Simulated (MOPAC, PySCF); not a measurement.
H3B, SMILES `B`, neutral singlet in the gas phase. 

Cartesian coordinates (Å):
SMILES: B
```xyz
4

B      0.0000     0.0000    -0.0001
H     -0.9095    -0.7616     0.0719
H     -0.2026     1.1709     0.0182
H      1.1121    -0.4093    -0.0899
```
Charge 0, multiplicity 1.

All levels are single points at this geometry (CAM-B3LYP-D3(BJ)/def2-TZVP); Pople sets use spherical d functions. Orbital energies aren't observables, and empty levels follow the basis.

```csv
level,HOMO (eV),LUMO (eV),gap (eV),dipole (D),"vertical IE, Delta-SCF (eV)"
CAM-B3LYP-D3(BJ)/def2-TZVP in PySCF,-11.46,-0.88,10.58,0.00,13.19
PBE-D3(BJ)/def2-TZVP in PySCF,-8.48,-3.04,5.44,0.00,–
B3LYP/6-31G* in PySCF,-9.58,-1.78,7.80,0.00,13.12
BP86/6-31G* in PySCF,-8.43,-2.74,5.69,0.00,–
M06-2X/6-31G* in PySCF,-11.18,-0.52,10.65,0.00,–
PBE/6-31G* in PySCF,-8.30,-2.67,5.63,0.00,–
SVWN5/6-31G* in PySCF,-8.28,-3.00,5.28,0.00,–
HF/STO-3G in PySCF,-12.60,6.52,19.11,0.00,–
PM3 in MOPAC,-13.57,0.13,13.70,0.00,–
```
